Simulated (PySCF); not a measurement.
Ligands exchanged one at a time, Ga Br-NH2. Isolated molecules, 0 K electronic values unless said otherwise. One relaxed conformer stands for each flexible species; it need not be the lowest. Strings in code marks are SMILES.

The S1 excitation (TDA) from two functionals at the same geometries (CAM-B3LYP-D3(BJ)/def2-TZVP), both in PySCF: PBE-D3(BJ)/def2-TZVP and TPSSh-D3(BJ)/def2-TZVP. Excitations are Tamm–Dancoff values on a coarser integration grid. The basis has no diffuse functions, so Rydberg states are missing or too high.

```json
[
 {"species": "0 of 3 Br replaced by NH2 (`[Br][Ga]([Br])[Br]`)", "TPSSh-D3(BJ)/def2-TZVP (eV)": "4.98"},
 {"species": "1 of 3 Br replaced by NH2", "TPSSh-D3(BJ)/def2-TZVP (eV)": "5.05"},
 {"species": "2 of 3 Br replaced by NH2 (`[NH2][Ga]([NH2])[Br]`)", "TPSSh-D3(BJ)/def2-TZVP (eV)": "5.21"},
 {"species": "3 of 3 Br replaced by NH2 (`[NH2][Ga]([NH2])[NH2]`)", "TPSSh-D3(BJ)/def2-TZVP (eV)": "5.30"}
]
```

### Question
What does PBE-D3(BJ)/def2-TZVP give for each?

### Answer

- 0 of 3 Br replaced by NH2 (`[Br][Ga]([Br])[Br]`): 4.49
- 1 of 3 Br replaced by NH2: 4.58
- 2 of 3 Br replaced by NH2 (`[NH2][Ga]([NH2])[Br]`): 4.71
- 3 of 3 Br replaced by NH2 (`[NH2][Ga]([NH2])[NH2]`): 4.74
Over these rows, drawn at random from the members with no instability flagged (it was tested for open shells, ions and some series alone), PBE minus TPSSh-D3(BJ): mean -0.51 eV, from -0.56 eV to -0.47 eV.
